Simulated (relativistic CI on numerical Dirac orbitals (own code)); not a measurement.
# Ta³⁺: resonant inelastic scattering at the O2,3 edge

Computed with this model: Dirac-Coulomb-Breit CI, KLI orbitals optimised for each configuration, model QED (radiative potential, 1s self-energy scaled to tabulated hydrogen-like ionisation energies), Kramers-Heisenberg scattering through one core-hole configuration in a parametric crystal field, unscaled Slater integrals; configurations [Xe] 4f14 5d2 → [Kr] 4d10 4f14 5s2 5p5 5d3; 300 K; core-hole width 0.6 eV; summed over polarisations. Incident energies are the highest absorption maxima for each field (at most a few, so the weaker spin-orbit partner edge can be absent), on the computed scale of the free ion. Intensities are in per cent of the strongest line above 0.02 eV; levels within 1 cm⁻¹ are merged; final levels count from the ground level, the first row holds all elastic scattering, lines under 0.4 are left out and each table stops after 24 rows. The scale of the Slater integrals is a model choice and moves the terms in proportion.

Field parameters in Wybourne normalisation: D3d B²₀ = −7Dσ, B⁴₀ = −14Dq − 21Dτ, B⁴₃ = −14√(10/7) Dq. The field is a parameter set, without covalency.

S is read from ⟨S²⟩ = S(S + 1).

D3d, 10Dq = 41000, Dσ = -1200, Dτ = 100 cm⁻¹:

| Final level (eV) | Degeneracy | Irrep | S | 49.3 eV | 50.9 eV | 52.1 eV |
| --- | --- | --- | --- | --- | --- | --- |
| 0.000 | 1 | A1 | 0.99 | 102.2 | 128.8 | 302.2 |
| 0.019 | 2 | E | 0.99 | 5.1 | 15.8 | 23.1 |
| 0.191 | 2 | E | 0.98 | 14.9 | 41.5 | 43.2 |
| 0.437 | 2 | E | 1.00 | 19.8 | 23.9 | 68.8 |
| 0.547 | 1 | A2 | 1.00 | 4.2 | 2.9 | 24.8 |
| 0.598 | 1 | A1 | 0.99 | 3.0 | 9.7 | 100.0 |
| 1.392 | 2 | E | 0.06 | 7.6 | 20.0 | 73.7 |
| 1.734 | 2 | E | 0.04 | 4.0 | 13.0 | 44.7 |
| 1.747 | 1 | A1 | 0.05 | 1.1 | 16.6 | 29.8 |
| 3.452 | 1 | A1 | 0.04 | 0.9 | 2.3 | 4.5 |
| 5.065 | 1 | A2 | 1.00 | 20.3 | 10.9 | 3.9 |
| 5.092 | 2 | E | 1.00 | 18.4 | 35.7 | 32.2 |
| 5.186 | 1 | A1 | 1.00 | 12.5 | 24.6 | 13.4 |
| 5.217 | 1 | A2 | 1.00 | 10.9 | 1.8 | 5.9 |
| 5.273 | 2 | E | 0.99 | 16.1 | 13.1 | 12.0 |
| 5.345 | 2 | E | 1.00 | 12.1 | 18.0 | 18.8 |
| 6.121 | 1 | A1 | 0.96 | 9.0 | 3.8 | 9.0 |
| 6.169 | 2 | E | 0.99 | 19.9 | 12.1 | 8.3 |
| 6.398 | 1 | A1 | 0.81 | 4.2 | 8.7 | 9.7 |
| 6.418 | 1 | A2 | 0.98 | 5.1 | 4.0 | 0.5 |
| 6.441 | 2 | E | 0.77 | 10.0 | 9.4 | 5.1 |
| 6.562 | 2 | E | 0.98 | 10.9 | 5.6 | 13.0 |
| 6.723 | 1 | A1 | 0.43 | 7.4 | 5.5 | 4.6 |
| 6.791 | 2 | E | 0.48 | 9.1 | 10.2 | 8.7 |

D3d, 10Dq = 41000, Dσ = -860, Dτ = 100 cm⁻¹:

```csv
Final level (eV),Degeneracy,Irrep,S,49.3 eV,50.9 eV,52.1 eV
0.000,1,A1,0.99,84.5,127.9,251.8
0.010,2,E,0.99,4.7,15.1,23.4
0.106,2,E,0.99,13.6,36.2,38.5
0.373,2,E,1.00,16.2,17.0,55.8
0.454,1,A2,1.00,3.7,3.2,21.4
0.522,1,A1,0.99,2.7,8.5,100.0
1.417,2,E,0.05,6.8,17.1,51.6
1.640,2,E,0.05,3.0,13.2,44.8
1.659,1,A1,0.05,1.2,14.4,24.7
3.352,1,A1,0.04,0.7,1.4,4.3
5.030,1,A2,1.00,16.8,10.4,2.8
5.070,2,E,1.00,15.1,34.9,28.7
5.127,1,A1,1.00,10.0,23.3,11.7
5.176,1,A2,1.00,8.4,1.5,5.1
5.216,2,E,0.99,13.0,13.7,10.5
5.274,2,E,1.00,10.1,16.7,16.6
6.109,1,A1,0.97,9.0,3.7,10.4
6.157,2,E,0.99,17.7,9.6,7.0
6.309,1,A2,0.99,5.5,2.5,0.4
6.311,1,A1,0.85,4.0,6.1,8.0
6.355,2,E,0.82,8.4,8.2,3.4
6.462,2,E,0.99,10.1,4.2,11.7
6.686,1,A1,0.36,5.2,5.8,2.2
6.739,2,E,0.39,6.7,8.8,6.7
```

D3d, 10Dq = 41000, Dσ = -510, Dτ = 100 cm⁻¹:

| Final level (eV) | Degeneracy | Irrep | S | 50.8 eV | 52.1 eV | 52.7 eV |
| --- | --- | --- | --- | --- | --- | --- |
| 0.000 | 2 | E | 0.99 | 131.5 | 220.0 | 126.4 |
| 0.004 | 1 | A1 | 0.99 | 11.6 | 19.9 | 8.4 |
| 0.032 | 2 | E | 0.99 | 27.3 | 32.4 | 9.2 |
| 0.332 | 2 | E | 1.00 | 9.6 | 40.4 | 24.0 |
| 0.372 | 1 | A2 | 1.00 | 3.7 | 19.1 | 10.8 |
| 0.466 | 1 | A1 | 0.99 | 5.8 | 100.0 | 26.8 |
| 1.455 | 2 | E | 0.05 | 14.8 | 36.9 | 25.9 |
| 1.558 | 2 | E | 0.05 | 10.6 | 37.0 | 21.4 |
| 1.562 | 1 | A1 | 0.05 | 10.6 | 19.9 | 20.9 |
| 3.283 | 1 | A1 | 0.04 | 1.2 | 4.0 | 6.9 |
| 4.998 | 1 | A2 | 1.00 | 8.5 | 2.2 | 7.0 |
| 5.054 | 2 | E | 0.99 | 29.8 | 21.7 | 25.4 |
| 5.075 | 1 | A1 | 0.99 | 18.3 | 9.8 | 12.0 |
| 5.153 | 1 | A2 | 1.00 | 1.8 | 4.9 | 14.7 |
| 5.172 | 2 | E | 1.00 | 16.8 | 12.5 | 23.7 |
| 5.207 | 2 | E | 1.00 | 14.2 | 14.2 | 29.5 |
| 6.098 | 1 | A1 | 0.98 | 4.1 | 13.6 | 6.6 |
| 6.151 | 2 | E | 0.99 | 7.2 | 4.4 | 4.6 |
| 6.218 | 1 | A2 | 0.99 | 2.4 | 1.0 | 1.3 |
| 6.251 | 1 | A1 | 0.86 | 4.4 | 3.4 | 3.7 |
| 6.285 | 2 | E | 0.84 | 7.5 | 2.3 | 8.1 |
| 6.386 | 2 | E | 0.99 | 3.8 | 11.5 | 17.0 |
| 6.668 | 1 | A1 | 0.33 | 5.3 | 1.5 | 3.1 |
| 6.696 | 2 | E | 0.35 | 9.9 | 4.6 | 7.0 |

For the first field the strongest loss at the lowest incident energy is the level at 5.07 eV (S = 1.00, against 0.99 in the thermal ground state). Levels of other spin, the first over 8 % at 1.39 eV, appear because spin-orbit coupling of the core hole, and in heavier ions of the valence shell too, mixes spins.
